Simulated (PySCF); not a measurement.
Correlation energy of Rb+ (rubidium, charge +1)

[Kr], closed-shell 1S. Calculation: PySCF 2.14, in aug-cc-pVDZ-X2C; scalar relativity by spin-free X2C-1e. Frozen: [Ar] 3d10 4s2; 6 electrons correlated.

Total MP2 correlation energy: -8.76 mhartree.

Same-spin part -2.77 and opposite-spin part -5.99 mhartree; SCS-MP2 scales them by 1/3 and 6/5 to -8.11 mhartree.

```csv
level,correlation energy (mhartree)
CCSD,-9.59
(T),-0.05
CCSD(T),-9.64
```

Diagnostics: T1 = 0.0019, D1 = 0.0027, largest double amplitude 0.012.

Cost of the coupled-cluster step: 0.1 s of wall time on 1 thread of Neoverse-V2 (shared host), for 6 correlated electrons.
